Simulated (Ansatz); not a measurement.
A run for Ansatz (a first-principles code): U-wB97X-V/cc-pV(T+d)Z on ClHSi (SMILES [SiH]Cl), a point of a bond scan (R = 2.827 Å). Files ending in .json are basis or fitting sets from the Basis Set Exchange.

Ansatz 0.2 input:
```yaml
crystal:
  periodic: [false, false, false]
  atoms:
    - {symbol: Si, position_ang: [0.78708045, -0.22621477, 0.74859549]}
    - {symbol: H, position_ang: [1.83074512, -0.49356290, -0.33253173]}
    - {symbol: Cl, position_ang: [-1.29590912, 0.36986747, -1.06786353]}
basis:
  gaussian:
    orbitals: cc-pV_T+d_Z.json
hamiltonian:
  xc: {name: wB97X-V}
magnetization: {spin_polarized: true, initial_magnetization: 0}
```

The head of its log:

```
WARN ansatz: RAYON_NUM_THREADS=1 ignored (pool sized by the plan → 1); use --threads N
Functional definition: wB97X-V
integrals: 0.04 GiB planned
699 factors; their error is unknown
integrals: 0.07 GiB planned
115 factors; integrals over basis functions are off by at most 6.4e-5 eV
mean field: 0.42 GiB planned
mean field evaluation 1: about -20410.0337 eV, gradient 1.5e1 eV
mean field evaluation 2: about -20410.1911 eV, gradient 1.8e1 eV
```

### Question
What total energy does the run end on?

### Answer
-750.1282 hartree.
